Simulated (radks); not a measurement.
Species: Tl III. Configuration: [Xe] 4f14 5d10 6s1. Calculated with a radial shooting solver on a logarithmic mesh with Libxc functionals: scalar-relativistic Kohn-Sham, SCAN, spin-polarised, spherical densities, finite nucleus; open shells are filled with parallel spins first (spin-orbit coupling, left out, can overturn this in heavy ions); meta-GGA in the generalised Kohn-Sham scheme; Fermi nuclear charge, rms radius 5.4759 fm.

Normalised radial functions P(r) = r R(r), r in bohr:

| r | 4f down | 5p down |
|---|---|---|
| 0.00317 | 0.0000 | 0.0179 |
| 0.004296 | 0.0000 | 0.0291 |
| 0.005776 | 0.0000 | 0.0462 |
| 0.007765 | 0.0001 | 0.0721 |
| 0.01044 | 0.0002 | 0.1096 |
| 0.01404 | 0.0006 | 0.1602 |
| 0.01902 | 0.0016 | 0.2231 |
| 0.02558 | 0.0046 | 0.2821 |
| 0.03439 | 0.0126 | 0.3105 |
| 0.04623 | 0.0326 | 0.2644 |
| 0.06216 | 0.0795 | 0.1033 |
| 0.08357 | 0.1794 | -0.1602 |
| 0.1133 | 0.3737 | -0.4016 |
| 0.1523 | 0.6745 | -0.3799 |
| 0.2047 | 1.0538 | 0.0140 |
| 0.2752 | 1.3885 | 0.5172 |
| 0.3701 | 1.5066 | 0.5860 |
| 0.4975 | 1.3173 | -0.0125 |
| 0.6743 | 0.9031 | -0.8448 |
| 0.9066 | 0.4793 | -1.1783 |
| 1.219 | 0.1909 | -0.9138 |
| 1.639 | 0.0528 | -0.4431 |
| 2.203 | 0.0095 | -0.1358 |
| 2.962 | 0.0009 | -0.0233 |
| 4.015 | 0.0000 | -0.0018 |
| 5.397 | 0.0000 | -0.0001 |
| 7.257 | 0.0000 | 0.0000 |

4f down: eigenvalue -133.11 eV, 0 radial nodes, <r> = 0.468 bohr, 90 % of the charge inside 0.745 bohr. 5p down: eigenvalue -96.056 eV, 3 radial nodes at r = 0.0704, 0.203, 0.495 bohr, <r> = 1.01 bohr, 90 % of the charge inside 1.45 bohr.

Empty levels of this run are not shown, since the potential may be unsettled where no density lies.
